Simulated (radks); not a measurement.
Neutral caesium inside a hard spherical wall (all orbitals vanish at R), configuration held at [Xe] 6s1 and not refilled when levels cross. All-electron calculation, scalar-relativistic Kohn-Sham, PBEsol, spin-polarised, spherical densities, finite nucleus; open shells are filled with parallel spins first (spin-orbit coupling, left out, can overturn this in heavy ions); Fermi nuclear charge, rms radius 4.8041 fm. Program: a radial shooting solver on a logarithmic mesh with Libxc functionals. Eigenvalues in eV for spin up, with the zero of energy where the potential of the charges vanishes at infinity; a dash marks a level that is unbound or too diffuse for the functional's potential to be trusted. A positive occupied level is held by the wall or, in an anion where self-interaction has pushed it up, behind a barrier. The pressure on the wall is -dE/dV.

R (bohr) = free: E (hartree) -7783.5147; kinetic (hartree) 8199.557; e(4d) -74.136; e(5s) -26.732; e(5p) -13.513; e(6s) -2.290; e(6p, empty) -0.853; e(5d, empty) -0.516; pressure (GPa) 0
R (bohr) = 20: E (hartree) -7783.5147; kinetic (hartree) 8199.557; e(4d) -74.135; e(5s) -26.731; e(5p) -13.512; e(6s) -2.290; e(6p, empty) -0.846; e(5d, empty) -0.512; pressure (GPa) < 0.0001
R (bohr) = 15: E (hartree) -7783.5145; kinetic (hartree) 8199.559; e(4d) -74.110; e(5s) -26.706; e(5p) -13.488; e(6s) -2.273; e(6p, empty) -0.774; e(5d, empty) -0.469; pressure (GPa) 0.00163
R (bohr) = 12: E (hartree) -7783.5128; kinetic (hartree) 8199.571; e(4d) -73.991; e(5s) -26.589; e(5p) -13.375; e(6s) -2.178; e(6p, empty) -0.518; e(5d, empty) -0.322; pressure (GPa) 0.0216
R (bohr) = 8: E (hartree) -7783.4848; kinetic (hartree) 8199.695; e(4d) -73.213; e(5s) -25.840; e(5p) -12.665; e(6s) -1.096; e(6p, empty) 1.566; e(5d, empty) 0.656; pressure (GPa) 0.763
R (bohr) = 7: E (hartree) -7783.4536; kinetic (hartree) 8199.813; e(4d) -72.732; e(5s) -25.395; e(5p) -12.253; e(6s) -0.063; e(6p, empty) 3.300; e(5d, empty) 1.345; pressure (GPa) 2.15
R (bohr) = 6: E (hartree) -7783.3820; kinetic (hartree) 8200.087; e(4d) -71.888; e(5s) -24.660; e(5p) -11.573; e(6s) 2.094; e(6p, empty) 6.633; e(5d, empty) 2.585; pressure (GPa) 7.13
R (bohr) = 4: E (hartree) -7782.5143; kinetic (hartree) 8203.612; e(4d) -65.050; e(5s) -19.377; e(5p) -6.095; e(6s) 21.014; e(6p, empty) 31.277; e(5d, empty) 11.789; pressure (GPa) 183
R (bohr) = 3: E (hartree) -7779.4278; kinetic (hartree) 8214.985; e(4d) -51.095; e(5s) -7.385; e(5p) 8.027; e(6s) 66.200; e(6p, empty) 83.272; e(5d, empty) 32.702; pressure (GPa) 1670
R (bohr) = 2: E (hartree) -7758.4902; kinetic (hartree) 8282.325; e(4d) -7.578; e(5s) 54.230; e(5p) 80.831; e(6s) 262.29; e(6p, empty) 293.34; e(5d, empty) 126.56; pressure (GPa) 31200
